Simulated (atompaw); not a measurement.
Pb: variants of one PAW (atompaw) potential

Base potential:

Pb (Z = 82), PAW, made with atompaw 4.2.0.5 (LDA (PW92), scalar-relativistic). Core [Xe] 4f14 5d10, reference 6s2 6p0.5 (charge +1.5). Waves: 6s (bound): rc 2.00 bohr; 6s channel at -0.85 Ry: rc 2.00 bohr; 6p (bound): rc 2.00 bohr; 6p channel at 0.2 Ry: rc 2.00 bohr. Local part: bessel scheme, radius 1.95 bohr. Core correction: smooth core density matched at 1.70 bohr. Augmentation charge: sinc compensation charge, radius 1.75 bohr; PAW radius 2.00 bohr; waves and projectors: custom rrkj gramschmidtortho.

All-electron outer shells of the reference configuration (LDA (PW92), scalar-relativistic, ld1.x):

```
shell  level (eV)  outermost node (bohr)  outermost maximum (bohr)
   6s      -23.63                   1.01                      1.93
   6p      -13.73                   1.18                      2.44
```

Cutoffs, loose and tight: the cutoffs (Ry, on a coarse ladder) from which the occupation-weighted sum of valence levels, in a spherical-Bessel basis at the reference potential, stays within 10 and 1 mRy of its value at 400 Ry. They see the waves, projectors and local potential, not the compensation charge or the core. A dash means not determined.

A true bound ghost makes a file unfit for plane-wave use even where its test errors are small: the radial tests pick states by their node count and pass the ghost by.

| change | outcome | cutoff, loose | cutoff, tight | bound ghosts |
| --- | --- | --- | --- | --- |
| base | generated | 10 Ry | 18 Ry | d |
| wave 6p channel at 0.2 Ry: rc 2.00 bohr becomes 6p channel at -0.87 Ry: rc 2.00 bohr | generated | 8 Ry | 18 Ry | p, d |
| wave 6p channel at 0.2 Ry: rc 2.00 bohr becomes 6p channel at -0.77 Ry: rc 2.00 bohr | generated | 8 Ry | 18 Ry | p, d |
| wave 6p channel at 0.2 Ry: rc 2.00 bohr becomes 6p channel at -0.61 Ry: rc 2.00 bohr | generated | 8 Ry | 18 Ry | p, d |
| wave 6p channel at 0.2 Ry: rc 2.00 bohr becomes 6p channel at -0.28 Ry: rc 2.00 bohr | generated | 10 Ry | 18 Ry | p, d |
| wave 6p channel at 0.2 Ry: rc 2.00 bohr becomes 6p channel at 2.13 Ry: rc 2.00 bohr | generated | 10 Ry | 18 Ry | d |
| wave 6p channel at 0.2 Ry: rc 2.00 bohr becomes 6p channel at 4.24 Ry: rc 2.00 bohr | generated | 10 Ry | 18 Ry | d |
| wave 6p channel at 0.2 Ry: rc 2.00 bohr becomes 6p channel at 6.58 Ry: rc 2.00 bohr | generated | 10 Ry | 18 Ry | d |

What comes out with this change to the base: wave 6p channel at 0.2 Ry: rc 2.00 bohr becomes 6p channel at 0.27 Ry: rc 2.00 bohr?

outcome: generated; cutoff, loose: 10 Ry; cutoff, tight: 18 Ry; bound ghosts: d, p.
